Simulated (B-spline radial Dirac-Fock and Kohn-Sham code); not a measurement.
## Electron momentum distribution of In³⁷⁺: Compton profiles

System: the In³⁷⁺ ion, [Ne] 3s2.

Input file task.json (cfg lists n, l and occupation; rrms is the nuclear radius in fm):

```json
{"items": [{
  "Z": 49,
  "q": 37,
  "cfg": [[1, 0, 2], [2, 0, 2], [2, 1, 6], [3, 0, 2]],
  "A": 115,
  "rrms": 4.6156,
  "do": ["scatter"],
  "s": [0.0, 0.05, 0.1, 0.15, 0.2, 0.25, 0.3, 0.35, 0.4, 0.45, 0.5, 0.6, 0.7, 0.8, 0.9, 1.0, 1.1, 1.2, 1.4, 1.6, 1.8, 2.0, 2.5, 3.0, 3.5, 4.0, 5.0, 6.0],
  "pz": [0, 0.1, 0.2, 0.3, 0.4, 0.5, 0.6, 0.8, 1.0, 1.2, 1.4, 1.6, 1.8, 2.0, 2.5, 3.0, 4.0, 5.0, 7.0, 10.0, 15.0, 20.0, 30.0, 40.0, 60.0, 100.0],
  "hv_scatter": [5000, 8047.8, 17479.3, 20000, 30000, 100000, 200000, 1000000]
}]}
```

Command: `python xray_run.py task.json out`

Calculated with a radial atomic solver, using the impulse approximation on Dirac-Fock densities. pz is in atomic units of momentum; subshell profiles are per electron, for a selection of subshells; open shells are spread over both j values by their weights.

```
 pz    J total   J 1s1/2   J 2p1/2   J 2p3/2   J 3s1/2
1.6     0.5201    0.0166    0.0292    0.0303    0.0974
1.8     0.5105    0.0166    0.0292    0.0303    0.0931
  2     0.5002    0.0166    0.0292    0.0303    0.0886
2.5     0.4723    0.0165    0.0292    0.0303    0.0764
  3     0.4430    0.0165    0.0291    0.0302    0.0639
  4     0.3871    0.0164    0.0289    0.0301    0.0413
  5     0.3414    0.0162    0.0286    0.0297    0.0250
  7     0.2833    0.0157    0.0274    0.0282    0.0118
 10     0.2268    0.0148    0.0238    0.0242    0.0105
 15     0.1343    0.0128    0.0155    0.0152   0.00426
 20    0.07552    0.0107   0.00853   0.00803  0.000849
 30    0.02881   0.00668   0.00218   0.00188  0.000362
 40    0.01314   0.00389  0.000582  0.000462  0.000255
 60   0.003507   0.00127  6.26e-05  4.23e-05  7.16e-05
100  0.0004519  0.000183  2.87e-06  1.39e-06  7.70e-06
```

Q: What is the peak value J(0), and which subshell contributes most to it?

A: J(0) = 0.5604. The 3s1/2 subshell gives the largest part, 41 %.

Mean momentum ⟨p⟩ by subshell (a.u.): 1s1/2 44.8, 2s1/2 16.2, 2p1/2 21.5, 2p3/2 20.5, 3s1/2 9.21.
